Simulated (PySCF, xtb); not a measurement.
C₂H₁₂OSi₃, SMILES [SiH3][SiH2][SiH2]OCC. The values are those of a single conformer.

Harmonic wavenumbers (cm⁻¹) from GFN2-xTB (xtb) at its own minimum, in rising order: 31, 46, 67, 80, 88, 140, 198, 268, 323, 365, 390, 397, 435, 463, 495, 570, 618, 634, 720, 769, 789, 798, 824, 830, 832, 843, 997, 1093, 1144, 1163, 1272, 1350, 1400, 1477, 1488, 1494, 2104, 2138, 2153, 2199, 2216, 2235, 2284, 2868, 2903, 3040, 3044, 3048.

Question: What does PBE-D3(BJ)/def2-SVP (PySCF) give at its own minimum? (The exact figures need the calculation; the answer reports its results.)

Answer: 41, 56, 71, 92, 122, 149, 214, 271, 311, 365, 385, 402, 442, 486, 552, 651, 661, 708, 741, 787, 812, 845, 874, 895, 906, 907, 943, 1083, 1106, 1130, 1259, 1327, 1369, 1402, 1422, 1444, 2118, 2134, 2145, 2149, 2163, 2168, 2183, 2893, 2942, 2978, 3074, 3076. Paired by order, the mean absolute difference is 34 cm⁻¹ and the zero-point energies are 78.8 and 79.0 kcal/mol.
